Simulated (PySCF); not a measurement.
SeHBr, SMILES Br[SeH]. Geometry optimised at B3LYP-D3(BJ)/def2-TZVP.

TDA-LC-ωPBE/def2-TZVPD (PySCF 2.14.0) puts the lowest singlet excitations at 2.89, 4.63, 5.39, 5.74, 7.25, 7.54 eV.

What are the lowest excitation roots from ADC(2)/aug-cc-pVDZ in PySCF? (The exact figures need the calculation; the answer reports its results.)

2.88, 4.52, 5.18, 5.41, 7.14, 7.30 eV. S1 differs by -0.01 eV (second minus first; roots are paired by order, and the bases may differ).
